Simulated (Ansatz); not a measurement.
## Reading a saddle point

A first-order saddle point of TiNH3OF2, singlet, PBE0-D4/def2-TZVP, with one imaginary mode of 1399i cm⁻¹:

```json
{"atom": "Ti1", "x (Å)": "-0.2720", "y (Å)": "0.3539", "z (Å)": "0.6662"}
{"atom": "O2", "x (Å)": "1.3683", "y (Å)": "-0.5426", "z (Å)": "-0.0805"}
{"atom": "N3", "x (Å)": "-0.9872", "y (Å)": "-0.3532", "z (Å)": "-0.7271"}
{"atom": "H4", "x (Å)": "0.4092", "y (Å)": "-0.6290", "z (Å)": "-0.7764"}
{"atom": "F5", "x (Å)": "-0.0788", "y (Å)": "2.1173", "z (Å)": "0.5416"}
{"atom": "F6", "x (Å)": "-0.9269", "y (Å)": "-0.1694", "z (Å)": "2.2297"}
{"atom": "H7", "x (Å)": "2.0939", "y (Å)": "-0.0238", "z (Å)": "-0.4393"}
{"atom": "H8", "x (Å)": "-1.6065", "y (Å)": "-0.7532", "z (Å)": "-1.4143"}
```

Computed with Ansatz 0.2.0 (basis: def2-TZVPP and def2-QZVPP); correlated methods freeze the cores. Extrapolation: Hartree–Fock as exp(−7.88 √X), correlation as X^−2.97.

(1) Which contacts change along the imaginary mode, and what lies on either side? (Judge from chemistry; the calculation decides.)

(2) Which side is lower, and how far does the saddle lie above each? (Judge from chemistry; the value comes from the calculation.)

T1 diagnostic: at most 0.026. The T1 diagnostic is large here, which may signal multireference character or strong orbital relaxation, so CCSD(T) is less sure. The restricted Hartree–Fock reference is unstable towards an unrestricted one at one or more of these structures.

## Answers

(1) Computed: The step is TiNH₃OF₂ ([NH2][Ti]([OH])([F])[F]) → TiNHF₂ ([NH][Ti]([F])[F]) + H₂O (still joined by a long Ti–O bond), with the molecules in contact on both sides. Shortening one way: O2–H4; lengthening the same way: Ti1–O2, N3–H4.
```
  pair  one side (Å)  saddle (Å)  other side (Å)
 O2–H4          3.06        1.19            0.96
Ti1–O2          1.77        2.01            2.11
 N3–H4          1.01        1.42            2.81
```

(2) Computed: The side with Ti1–O2, N3–H4 short is lower by 32.49 kcal/mol; the saddle lies 45.62 kcal/mol above it and 13.13 kcal/mol above the other (CCSD(T) at an estimated basis limit (MP2 extrapolated from triple and quadruple zeta, plus CCSD(T) − MP2 in triple zeta); electronic energies).

Labels in which every atom is bracketed show which atoms are joined, not bond orders.

For scale, one of the runs: CCSD(T)/def2-TZVPP, 230 basis functions, launched by `ansatz run in.yaml --threads 8 --pin off --events-out ev --progress --plain --max-ram 19148MiB`. The run took 84 s on 8 CPU threads of a Oxide Virtual Turin-like (shared host), with 4.6 GiB of host memory at its peak.
